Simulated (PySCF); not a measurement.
Work out the structure from these simulated measurements.

Formula: C3H2N4.

| Quantity | Value |
| --- | --- |
| 1H NMR | chemical shifts (computed TMS as zero) by class: 10.77 (1 H), 7.94 (1 H) ppm [GIAO PBE0/pcSseg-1] |
| NMR, other nuclei | isotropic shieldings of nuclei other than C and H, by class: -139 (1 N), -139 (1 N), -66 (1 N), 15 (1 N) ppm [GIAO PBE0/pcSseg-1] |
| UV, strongest line | among the 10 lowest singlet transitions: S3 at 6.26 eV (198 nm, f = 0.122) [TDDFT B3LYP/def2-SVPD] |
| Triplet | lowest triplet excitation (Tamm–Dancoff): 4.45 eV [TDA B3LYP/def2-SVPD] |
| Rotational structure | rotational constants A, B, C: 9.935, 2.014, 1.675 GHz [PBE0-D3(BJ)/def2-SVP] |
| 13C NMR | chemical shifts (computed TMS as zero) by class: 132.2 (1 C), 125.8 (1 C), 116.9 (1 C) ppm [GIAO PBE0/pcSseg-1] |
| Dipole | 6.48 D [B3LYP/def2-SVPD] |

The electronic properties come from PySCF, for the isolated species, density fitting. Levels stand in brackets. Geometry: PBE0-D3(BJ)/def2-SVP; no solvent, vibrations or thermal averaging. Each NMR value is the plain mean over a class of atoms that symmetry, rotation or inversion makes alike.

Q: Propose a structure and show how it fits.

A: Numbering: `[N:1]#[C:2][c:3]1[cH:4][nH:5][n:6][n:7]1`. Its formula, C3H2N4, gives 5 degrees of unsaturation: 1 ring and 4 π bonds in the structure found (Kekulé form). 3 carbons fall into 3 classes; from least to most shielded: aromatic CH next to a ring nitrogen [C4] (132.2 ppm), substituted aromatic carbon [C3] (125.8 ppm), nitrile carbon [C2] (116.9 ppm). Hydrogen classes from least to most shielded: 1 H on a pyrrole-type nitrogen, N5 (10.77 ppm), 1 H on an aromatic CH next to a ring nitrogen, C4 (7.94 ppm). The other shieldings belong to: -139 ppm, pyridine-type nitrogen [N6]; -139 ppm, pyridine-type nitrogen [N7]; -66 ppm, nitrile nitrogen [N1]; 15 ppm, pyrrole-type nitrogen [N5]. The optimised geometry has point group Cs and is an asymmetric top. Structure: `N#Cc1c[nH]nn1`. The assignments are read from this structure; whether some other isomer fits the data as well wasn't checked.
